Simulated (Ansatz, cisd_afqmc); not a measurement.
Species: SiNH$_{3}$, charge 0, singlet. A triplet may lie lower; no result for it is given here. SiNH3 (SMILES N[SiH]).
B3LYP-D3(BJ)/def2-TZVP minimum from Ansatz (a first-principles code):
```xyz
5

Si    -0.2500     0.3901     0.5081
H     -0.5498     1.4883    -0.5138
N      0.4014    -0.6897    -0.6520
H      0.4922    -0.5202    -1.6426
H      0.7476    -1.6017    -0.3934
```
Charge 0, spin multiplicity 1.

Total energies in cc-pV(D+d)Z, 12 correlated electrons, 6 frozen orbitals. UHF or UKS for unpaired electrons; spin-orbit terms are left out. Cores are frozen in correlated methods. No relativity. The Monte Carlo rows (phaseless AFQMC, CISD trial, step 0.005/hartree) carry one-sigma bars that omit the constraint's bias. Outlying blocks are dropped, and bars are widened where a walk drifts. Over all cases where full CI ran beside it in this data, AFQMC minus full CI had a median of +0.1 mEh and passed +0.4 mEh in a tenth of the cases. The restricted determinant of H3NSi (N[SiH], singlet) is unstable towards broken spin symmetry in at least one set run.

```json
[
 {"method": "HF", "program": "Ansatz", "energy (Eh)": "-345.11585", "minus CCSDTQ (mEh)": "301.24"},
 {"method": "MP2", "program": "Ansatz", "energy (Eh)": "-345.37715", "minus CCSDTQ (mEh)": "39.93"},
 {"method": "CCSD", "program": "Ansatz", "energy (Eh)": "-345.40746", "minus CCSDTQ (mEh)": "9.63"},
 {"method": "CCSD(T)", "program": "Ansatz", "energy (Eh)": "-345.41564", "minus CCSDTQ (mEh)": "1.45"},
 {"method": "CCSDT(Q)", "program": "Ansatz", "energy (Eh)": "-345.41715", "minus CCSDTQ (mEh)": "-0.07"},
 {"method": "CCSDTQ", "program": "Ansatz", "energy (Eh)": "-345.41709", "minus CCSDTQ (mEh)": "0.00"},
 {"method": "AFQMC/CISD", "program": "cisd_afqmc", "energy (Eh)": "-345.4160 ± 0.0003", "minus CCSDTQ (mEh)": "1.1 ± 0.3"}
]
```

Rough core times of Ansatz's runs on a shared machine: CCSD(T) under 20 s, CCSDT(Q) under 20 s, CCSDTQ 10 min.
